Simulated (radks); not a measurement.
Valence configurations of Ir (all share [Xe]). Calculated with a radial shooting solver on a logarithmic mesh with Libxc functionals: scalar-relativistic Kohn-Sham, PBE, spin-polarised, spherical densities, finite nucleus; open shells are filled with parallel spins first (spin-orbit coupling, left out, can overturn this in heavy ions); Fermi nuclear charge, rms radius 5.4032 fm. Energies are relative to 4f14 5d7 6s2; eigenvalues in eV for spin up.

valence               E (eV)  moment (Bohr magnetons)    e(4f)    e(5d)   e(6p)    e(6s)
4f14 5d7 6s2           0.000                        3  -62.224   -7.946       -   -6.737
4f13 5d7 6s2 6p1      67.300                        5  -78.328  -12.945  -2.731   -9.063
4f13 5d8 6s2          60.189                        3  -73.327   -8.797       -   -6.641
4f13.5 5d7 6s2 6p0.5  31.954                        4  -70.173  -10.423  -2.088   -7.931
4f14 5d6 6s2 6p1       5.501                        5  -66.921  -11.815  -2.767   -9.025
4f13.5 5d7.5 6s2      29.009                        3  -67.726   -8.373       -   -6.691
4f11 5d8 6s2 6p2      230.14                        7  -107.61  -19.444  -3.939  -11.294
4f13.5 5d8.5 6s1      28.453                        3  -64.894   -6.327       -   -6.006
4f14 5d8 6s1          -0.043                        3  -59.522   -6.008       -   -6.078
4f10 5d9 6s2 6p2      321.09                        7  -120.33  -20.721  -3.936  -11.355

NIST lists [Xe] 4f14 5d7 6s2 as the ground configuration; this level of theory puts 4f14 5d8 6s1 lower, by 0.043 eV. The energies are those of spherical high-spin densities, not of single terms.
